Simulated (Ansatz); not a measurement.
`BO/C=N\[SiH3]` + `C=C(S)Cl` → `BSC(=C)Cl` + `O/C=N/[SiH3]`  (ligand exchange at a B–O bond)

Program: Ansatz. Geometries: PBE0-D4/def2-TZVP. ΔE: electronic, gas phase. CBS: MP2 limit from def2 TZ/QZ plus the TZ coupled-cluster correction, frozen cores. Double bonds are as drawn, so ΔE can hold a change between cis and trans. DFT in def2-TZVPP. B3LYP here is the variant with VWN-RPA as its local correlation; programs differ in this. HSE06 is defined as in plane-wave codes. One conformer a species, not always the lowest.

```json
{"level": "LDA (SPW92)", "ΔE (kJ/mol)": "-7.6", "difference from CCSD(T)/CBS": "-18.7"}
{"level": "PBE-D4", "ΔE (kJ/mol)": "-4.6", "difference from CCSD(T)/CBS": "-15.7"}
{"level": "revPBE-D4", "ΔE (kJ/mol)": "-3.7", "difference from CCSD(T)/CBS": "-14.8"}
{"level": "BLYP-D4", "ΔE (kJ/mol)": "9.4", "difference from CCSD(T)/CBS": "-1.7"}
{"level": "r2SCAN-D4", "ΔE (kJ/mol)": "1.1", "difference from CCSD(T)/CBS": "-10.0"}
{"level": "B97M-V", "ΔE (kJ/mol)": "3.1", "difference from CCSD(T)/CBS": "-8.0"}
{"level": "PBE0-D4", "ΔE (kJ/mol)": "-0.4", "difference from CCSD(T)/CBS": "-11.5"}
{"level": "B3LYP-D4", "ΔE (kJ/mol)": "11.7", "difference from CCSD(T)/CBS": "0.6"}
{"level": "r2SCANh-D4", "ΔE (kJ/mol)": "2.2", "difference from CCSD(T)/CBS": "-8.9"}
{"level": "r2SCAN0-D4", "ΔE (kJ/mol)": "3.6", "difference from CCSD(T)/CBS": "-7.5"}
{"level": "HSE06-D4", "ΔE (kJ/mol)": "-0.6", "difference from CCSD(T)/CBS": "-11.7"}
{"level": "CAM-B3LYP-D4", "ΔE (kJ/mol)": "16.5", "difference from CCSD(T)/CBS": "5.4"}
{"level": "ωB97X-V", "ΔE (kJ/mol)": "11.4", "difference from CCSD(T)/CBS": "0.3"}
{"level": "ωB97M-V", "ΔE (kJ/mol)": "11.3", "difference from CCSD(T)/CBS": "0.2"}
{"level": "B2PLYP", "ΔE (kJ/mol)": "11.9", "difference from CCSD(T)/CBS": "0.8"}
{"level": "PBE-QIDH", "ΔE (kJ/mol)": "3.7", "difference from CCSD(T)/CBS": "-7.4"}
{"level": "PBE", "ΔE (kJ/mol)": "-3.7", "difference from CCSD(T)/CBS": "-14.8"}
{"level": "revPBE", "ΔE (kJ/mol)": "-2.1", "difference from CCSD(T)/CBS": "-13.2"}
{"level": "BLYP", "ΔE (kJ/mol)": "11.4", "difference from CCSD(T)/CBS": "0.3"}
{"level": "r2SCAN", "ΔE (kJ/mol)": "1.2", "difference from CCSD(T)/CBS": "-9.9"}
{"level": "PBE0", "ΔE (kJ/mol)": "0.4", "difference from CCSD(T)/CBS": "-10.7"}
{"level": "B3LYP", "ΔE (kJ/mol)": "13.3", "difference from CCSD(T)/CBS": "2.2"}
{"level": "r2SCANh", "ΔE (kJ/mol)": "2.3", "difference from CCSD(T)/CBS": "-8.8"}
{"level": "r2SCAN0", "ΔE (kJ/mol)": "3.8", "difference from CCSD(T)/CBS": "-7.3"}
{"level": "HSE06", "ΔE (kJ/mol)": "0.1", "difference from CCSD(T)/CBS": "-11.0"}
{"level": "BHLYP", "ΔE (kJ/mol)": "18.2", "difference from CCSD(T)/CBS": "7.1"}
{"level": "CAM-B3LYP", "ΔE (kJ/mol)": "17.3", "difference from CCSD(T)/CBS": "6.2"}
{"level": "LC-ωPBE", "ΔE (kJ/mol)": "8.0", "difference from CCSD(T)/CBS": "-3.1"}
{"level": "RPA@PBE/def2-TZVPP", "ΔE (kJ/mol)": "16.6", "difference from CCSD(T)/CBS": "5.5"}
{"level": "HF/def2-SVP", "ΔE (kJ/mol)": "29.7", "difference from CCSD(T)/CBS": "18.6"}
{"level": "MP2/def2-SVP", "ΔE (kJ/mol)": "15.0", "difference from CCSD(T)/CBS": "3.9"}
{"level": "CCSD/def2-SVP", "ΔE (kJ/mol)": "21.6", "difference from CCSD(T)/CBS": "10.5"}
{"level": "CCSD(T)/def2-SVP", "ΔE (kJ/mol)": "18.6", "difference from CCSD(T)/CBS": "7.5"}
{"level": "HF/def2-TZVPP", "ΔE (kJ/mol)": "29.0", "difference from CCSD(T)/CBS": "17.9"}
{"level": "MP2/def2-TZVPP", "ΔE (kJ/mol)": "7.5", "difference from CCSD(T)/CBS": "-3.6"}
{"level": "CCSD(T)/def2-TZVPP", "ΔE (kJ/mol)": "12.3", "difference from CCSD(T)/CBS": "1.2"}
{"level": "HF/def2-QZVPP", "ΔE (kJ/mol)": "30.4", "difference from CCSD(T)/CBS": "19.3"}
{"level": "MP2/def2-QZVPP", "ΔE (kJ/mol)": "7.3", "difference from CCSD(T)/CBS": "-3.8"}
{"level": "HF/CBS(def2)", "ΔE (kJ/mol)": "30.6", "difference from CCSD(T)/CBS": "19.5"}
{"level": "MP2/CBS(def2)", "ΔE (kJ/mol)": "6.3", "difference from CCSD(T)/CBS": "-4.8"}
{"level": "CCSD(T)/CBS", "ΔE (kJ/mol)": "11.1", "difference from CCSD(T)/CBS": "0"}
```

Largest T1 diagnostic among the species: 0.015.

In def2-TZVPP, CCSD(T) changes the Hartree–Fock value by −16.7 kJ/mol (the triples alone add −3.9 kJ/mol) and MP2 by −21.5 kJ/mol. At CCSD(T), def2-SVP lies +7.5 kJ/mol from the extrapolated value and def2-TZVPP +1.2 kJ/mol.

CCSD(T)/CBS has its own doubt, a few kJ/mol and more with outer-core shells, so smaller differences from it don't rank the levels.
